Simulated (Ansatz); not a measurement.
Cartesian coordinates (Å):
SMILES: CC[SiH2]CC
```xyz
17

C     -2.8577     0.3806     0.0893
C     -1.5693    -0.2820     0.5953
Si     0.0092     0.3317    -0.2496
C      1.5467    -0.5356     0.4329
C      2.8659    -0.0852    -0.2090
H     -2.8365     1.4722     0.2424
H     -3.7498    -0.0068     0.6085
H     -3.0037     0.2065    -0.9895
H     -1.4571    -0.1205     1.6826
H     -1.6231    -1.3773     0.4595
H     -0.0874     0.0901    -1.7247
H      0.1399     1.8105    -0.0503
H      1.5749    -0.3673     1.5246
H      1.4089    -1.6241     0.3014
H      2.8697    -0.2716    -1.2956
H      3.0369     0.9942    -0.0637
H      3.7326    -0.6157     0.2185
```
Charge 0, multiplicity 1.

Method: frozen-core CCSD(T)/cc-pVDZ // B3LYP-D3(BJ)/def2-SVP (Ansatz, a quantum-chemistry and plane-wave program).

```yaml
HF energy: -447.40525 Ha
MP2 correlation energy: -0.69015 Ha
```

Question: Estimate the CCSD correlation energy, the (T) correction, the total energy and the T1 diagnostic.

Answer: 
```yaml
CCSD correlation energy: -0.77112 Ha
"(T) correction": -0.02186 Ha
CCSD(T) total energy: -448.19824 Ha
T1 diagnostic: 0.008
```
